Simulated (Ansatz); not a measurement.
Calculated with Ansatz (gas phase, PBE0-D4/def2-TZVP geometries, no zero-point term in ΔE). CBS: MP2 limit from def2 TZ/QZ plus the TZ coupled-cluster correction, frozen cores. This one scheme is used for every species. DFT in def2-TZVPP. B3LYP here is the variant with VWN-RPA as its local correlation; programs differ in this. One conformer a species, not always the lowest.

Consider the hydrogenolysis of the Si–Al bond: `C=CN[SiH2][AlH2]` + H₂ → `C=CN[SiH3]` + `[AlH3]`.

`C=CN[SiH2][AlH2]`:

```xyz
13

C    -0.684   -1.103   -0.579
C     0.356   -0.420   -1.212
N     1.304    0.209   -0.540
Si    0.959    0.623    1.207
Al   -1.470    0.542    0.652
H    -0.432   -1.688    0.305
H    -1.419   -1.573   -1.223
H     0.356   -0.308   -2.295
H     1.998    0.693   -1.089
H     1.860    1.794    1.422
H     1.566   -0.483    2.012
H    -1.833    1.769   -0.309
H    -2.560   -0.057    1.650
```

H₂:

Z-matrix (Å, degrees):
```
H
H 1 0.746
```

`C=CN[SiH3]`:

Z-matrix (Å, degrees):
```
Si
N 1 1.728
H 1 1.490 2 113.8
H 1 1.484 2 106.8 3 -119.9
H 1 1.485 2 108.6 3 120.0
C 2 1.382 1 125.6 3 -76.4
H 2 1.009 1 119.2 3 93.7
C 6 1.332 2 126.7 1 170.7
H 6 1.088 2 113.8 1 -10.2
H 8 1.085 6 122.0 2 -1.1
H 8 1.080 6 120.2 2 178.5
```

`[AlH3]`:

```xyz
4

Al    0.000    0.000    0.000
H    -0.667    1.229    0.748
H    -0.879   -1.259   -0.397
H     1.546    0.030   -0.351
```

| level | ΔE (kJ/mol) | difference from CCSD(T)/CBS |
| --- | --- | --- |
| PBE-D4 | 62.7 | 29.0 |
| r2SCAN-D4 | 52.4 | 18.7 |
| PBE0-D4 | 53.4 | 19.7 |
| ωB97M-V | 34.6 | 0.9 |
| B2PLYP | 20.8 | -12.9 |
| r2SCAN | 50.0 | 16.3 |
| PBE0 | 44.6 | 10.9 |
| B3LYP | 12.9 | -20.8 |
| MP2/def2-QZVPP | 34.5 | 0.8 |
| SCS-MP2/def2-QZVPP | 18.4 | -15.3 |
| CCSD(T)/CBS | 33.7 | 0 |

Largest T1 diagnostic among the species: 0.016.

The D4 term adds +16.7 kJ/mol with B3LYP and +8.9 kJ/mol with PBE0; it sums over pairs of atoms, weighted by their polarisabilities, and B3LYP, whose exchange is more repulsive, gets the larger term. From PBE to PBE0 (25 % exact exchange), in def2-TZVPP and without D4, ΔE moves by −8.0 kJ/mol. In def2-TZVPP, CCSD(T) changes the Hartree–Fock value by +61.0 kJ/mol (the triples alone add +12.3 kJ/mol) and MP2 by +62.7 kJ/mol.
